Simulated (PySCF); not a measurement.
Vertical excitations of a molecule CH7ClOSi2 from PySCF with TDA-PBE0/def2-SVPD, as energy in eV (oscillator strength): 6.81 (0.002), 7.02 (0.016), 7.37 (0.052), 7.65 (0.004), 7.73 (0.011), 7.86 (0.102), 7.97 (0.032), 8.10 (0.027), 8.19 (0.048), 8.20 (0.054). Lowest triplet (TDA): 6.43 eV. Geometry: PBE0-D3(BJ)/def2-SVP. Other conformers were not sampled.

Problem. Which molecule gave these data?
(A) O[C@@H]([SiH3])[SiH2]Cl
(B) [SiH3]CO[SiH2]Cl
(C) C[SiH2][Si@@H](O)Cl
(D) CO[SiH2][SiH2]Cl

Solution. B, [SiH3]CO[SiH2]Cl
